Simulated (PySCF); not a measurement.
Compound: C4H8F2Si.
SMILES with atom numbers: `[CH2:1]=[C:2]([SiH3:3])[CH2:4][CH:5]([F:6])[F:7]` (hydrogens: H8, H9 on C1; H10, H11, H12 on Si3; H13, H14 on C4; H15 on C5)

Method: core-valence-separated Tamm–Dancoff BHandHLYP/aug-pcX-1 (pcseg-1 on H, def2-SVPD on Si) in PySCF, non-relativistic, gas phase, PBE0-D3(BJ)/def2-SVP geometry. No empirical shift is added; at this level the pattern usually sits a few eV under experiment.

Task: What does the C 1s absorption edge look like?

Result: 
```
E (eV)       f  core hole on          main final orbital                        polarisation
282.34  0.0584            C1                 LUMO (76 %)  normal to the local trigonal plane
282.41  0.0601            C2                 LUMO (83 %)  normal to the local trigonal plane
285.59  0.0016            C4                 LUMO (93 %)                                   –
286.03  0.0103            C1               LUMO+1 (77 %)         in the local trigonal plane
286.26  0.0214            C4               LUMO+1 (39 %)                                   –
286.44  0.0146            C2                      spread         in the local trigonal plane
286.56  0.0329            C1                      spread         in the local trigonal plane
286.63  0.0299            C4               LUMO+4 (41 %)                                   –
286.82  0.0050            C2               LUMO+1 (74 %)         in the local trigonal plane
287.31  0.0066            C2  spread (2 roots, f summed)         in the local trigonal plane
287.32  0.0090            C1                      spread  normal to the local trigonal plane
287.38  0.0111            C4               LUMO+2 (41 %)                                   –
287.51  0.0016            C1               LUMO+4 (52 %)         in the local trigonal plane
287.57  0.0018            C2               LUMO+3 (50 %)         in the local trigonal plane
287.60  0.0013            C4               LUMO+3 (52 %)                                   –
287.68  0.0002            C2               LUMO+5 (41 %)                                   –
287.81  0.0029            C2               LUMO+4 (30 %)                               mixed
287.87  0.0011            C1               LUMO+2 (33 %)                               mixed
```

The first line with a tenth or more of the strongest one's intensity is at 282.34 eV (f = 0.058), with the hole on C1 (terminal =CH2 carbon), polarised normal to the local trigonal plane: a 1s→π* resonance. The strongest listed is at 282.41 eV (f = 0.060; C2, 1s→π*).

Task: What does the F 1s absorption edge look like?

Result: 
| E (eV) | f | core hole on | main final orbital |
| --- | --- | --- | --- |
| 686.48 | 0.0498 | F6/F7 | spread (2 roots, f summed) |
| 687.07 | 0.0040 | F7 | LUMO+2 (48 %) |
| 687.26 | 0.0043 | F6 | LUMO (65 %) |
| 687.36 | 0.0116 | F6 | LUMO+2 (39 %) |
| 687.65 | 0.0057 | F7 | LUMO (36 %) |
| 687.83 | 0.0031 | F7 | LUMO+3 (61 %) |
| 687.95 | 0.0026 | F6 | spread |
| 688.08 | 0.0016 | F6 | LUMO+4 (30 %) |
| 688.25 | 0.0090 | F6/F7 | spread (2 roots, f summed) |

The first line with a tenth or more of the strongest one's intensity is at 686.48 eV (f = 0.050, sum of 2), with the hole on F6/F7 (fluorine of a CF2 group). It is also the strongest listed.

Roots within 0.03 eV whose holes lie on the same, on equivalent or on shared atoms are summed into one line, and the highest roots are left out, as the search may have cut off their partners. Final orbitals are the ground state's empty Kohn–Sham orbitals. A dash: too weak, shared between unlike atoms, or no plane or axis to refer to.

Task: What is the summed oscillator strength of the listed C K lines, and their intensity-weighted mean energy?

Result: Σf = 0.270 over 18 lines from 282.34 to 287.87 eV; the weighted mean is 284.79 eV. The strongest line holds 22 % of the sum.

The ionisation thresholds weren't computed; near and above them a finite basis only mimics Rydberg series and continuum.

Time: 58 s; peak memory 1.1 GiB. Hardware: Arm Neoverse N1, one thread, no GPU, on a shared host.

Conformer computed: `[CH2:1]=[C:2]([SiH3:3])[CH2:4][CH:5]([F:6])[F:7]`: C1–C2–C4–C5 121°, C2–C4–C5–F6 62°.

One conformer stands for the species.
